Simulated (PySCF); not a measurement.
# Structure from NMR data

An unknown has the formula C4H10O2Si. Its calculated NMR data are:

1H NMR (600 MHz, computed): δ 4.50 (s, 1H), 1.64 (br s, 2H), 1.12 (s, 3H), 0.22 (m, 2H), 0.08 (m, 2H).

13C{1H} NMR (computed): δ 21.6 (CH3), 8.5 (CH2, 2C), 5.1 (C).

PySCF 2.14 calculation with GIAO PBE0/pcSseg-1 shieldings and structure optimised with GFN2-xTB; one averaged value for each set of equivalent atoms, one conformer, non-relativistic, no solvent model.

Chemical shifts δ = σref − σ; 1H and 13C vs TMS, all at this level.

Which of these isomers gave the spectra?
A. CC1([SiH](O)O)CC1
B. C=C(CC)O[SiH2]O
C. CCC(=O)OC[SiH3]
D. C=CO[Si@@H](C)OC
E. C[Si](C)(C)OC=O

Results:

A. 

Rings plus π bonds: 1 (1 ring in the answer). 3 carbon signals for 4 carbons: some carbons are equivalent by symmetry or fast rotation. Carbon types of the structure: 1 × C, 2 × CH2, 1 × CH3, leaving 3 H on heteroatoms. δC 21.6: methyl carbon; saturated and bonded to C and H only. δC 8.5, 5.1: three-membered-ring carbon; carbons of three-membered rings are unusually shielded. δH 4.50: hydrogen on a silicon bonded to C, 2 O. δH 1.64: hydrogen on an oxygen bonded to Si; exchangeable; this is the value without hydrogen bonding to other molecules. δH 0.22, 0.08: hydrogen on a three-membered-ring carbon; cyclopropane-type protons are shielded by the ring.

The others: CCC(=O)OC[SiH3] would give 4 carbon signals, not 3; C=CO[Si@@H](C)OC would give 4 carbon signals, not 3; C=C(CC)O[SiH2]O would give 4 carbon signals, not 3; C[Si](C)(C)OC=O would give 2 carbon signals, not 3.

Exchangeable OH/NH protons stand at their gas-phase positions; hydrogen bonding in a real sample shifts them, mostly to higher δ. Shifts are as computed. Against solution values, carbons near 30 ppm lie about +3 ppm off and those near 130 ppm about +5 ppm. Of 1211 compounds with measured shifts, 218 miss one by over three times the rms of a fit or turn the order of signals round; such compounds aren't used in these exercises. Multiplicities follow the n + 1 count of equivalent neighbours, as no J values were calculated; m marks all less simple cases, F and P coupling included.
